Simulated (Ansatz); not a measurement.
FGeH5OSi, SMILES `[OH][GeH]([F])[SiH3]`, relaxed with RKS PBE0-D4/def2-TZVP in Ansatz from a PBE-D4/def2-SVP geometry. The force threshold is 0.005 eV/Å; the program also tests the step.

The species carries charge 0 and has multiplicity 1.

Start:

```xyz
9

O    -0.453   -1.982    0.114
Ge   -0.419   -0.375   -0.682
F    -2.096    0.186   -0.784
Si    0.771    1.103    0.775
H    -0.883   -2.649   -0.455
H     0.036   -0.511   -2.170
H     0.739    2.482    0.182
H     2.196    0.642    0.899
H     0.108    1.104    2.121
```

Task: How much energy does the relaxation release, and in how many steps? (An estimate is asked.)

Result: Computed: 3.38 kJ/mol, in 9 steps, 1 of them rejected.

Task: Which bonds change most? (Estimate.)

Result: Computed: O1–Ge2 from 1.794 to 1.770 Å; Ge2–F3 from 1.771 to 1.749 Å; Ge2–H6 from 1.561 to 1.543 Å; Si4–H8 from 1.503 to 1.485 Å.

Task: Give the relaxed structure. (Best estimate.)

Result: Computed: 
```xyz
9

O    -0.454   -1.952    0.105
Ge   -0.412   -0.368   -0.684
F    -2.068    0.183   -0.792
Si    0.767    1.100    0.774
H    -0.871   -2.633   -0.429
H     0.023   -0.516   -2.157
H     0.733    2.467    0.197
H     2.174    0.638    0.884
H     0.110    1.082    2.103
```
